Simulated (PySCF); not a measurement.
# Computed records: AlBClH2O

Calculation on a computer-drawn molecule: optimised geometry and harmonic frequencies of an isolated molecule of the commonest isotopes, restricted reference for singlets and unrestricted otherwise, frozen core in MP2. Program: PySCF 2.14.0.

### AlBClH2O

Start structure:
```xyz
6
AlBClH2O
B     -0.1756    -0.7247    -2.0881
O     -0.6598    -1.4012    -0.9604
Al    -1.2128    -2.1753     0.3283
Cl    -1.9043    -3.1432     1.9394
H      0.8817    -0.1894    -1.9863
H     -0.8583    -0.7368    -3.0619
```

- charge: 1
- multiplicity: 1
- method: MP2
- basis: cc-pV(D+d)Z
- rotational constants: 218.9, 1.62, 1.608 GHz
- total energy: -802.4452 hartree
- convergence status largest gradient component: 3.237e-06 hartree/bohr

Drawn bonds:
| atom | other atom | order |
| --- | --- | --- |
| 1 | 2 | 1 |
| 2 | 3 | 1 |
| 3 | 4 | 1 |
| 1 | 5 | 1 |
| 1 | 6 | 1 |

Optimised structure:
```xyz
6
AlBClH2O
B     -0.1685    -0.7148    -2.1045
O     -0.6573    -1.3981    -0.9659
Al    -1.2198    -2.1851     0.3444
Cl    -1.9154    -3.1585     1.9651
H      0.8953    -0.1804    -1.9905
H     -0.8635    -0.7337    -3.0776
```

Modes:
| frequency (cm⁻¹) | reduced mass (dalton) |
| --- | --- |
| 65.79 | 3.479 |
| 82.89 | 5.173 |
| 139.9 | 20.8 |
| 175.5 | 15.13 |
| 473.5 | 10.66 |
| 842 | 8.065 |
| 990 | 1.277 |
| 1082 | 1.333 |
| 1271 | 1.288 |
| 1295 | 5.46 |
| 2693 | 1.042 |
| 2827 | 1.14 |
